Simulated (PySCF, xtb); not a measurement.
Ga(Cl)2(SH) (Cl₂GaHS), SMILES [SH][Ga]([Cl])[Cl]. One conformer was computed; it need not be the lowest.

Harmonic wavenumbers (cm⁻¹) from GFN2-xTB run with xtb at its own minimum, in rising order: 99, 113, 116, 199, 312, 385, 398, 634, 2379.

What does PBE-D3(BJ)/def2-SVP (PySCF) give at its own minimum? (The exact figures need the calculation; the answer reports its results.)

103, 120, 127, 263, 349, 440, 447, 691, 2614. Paired by order, the mean absolute difference is 57 cm⁻¹ and the zero-point energies are 6.6 and 7.4 kcal/mol.
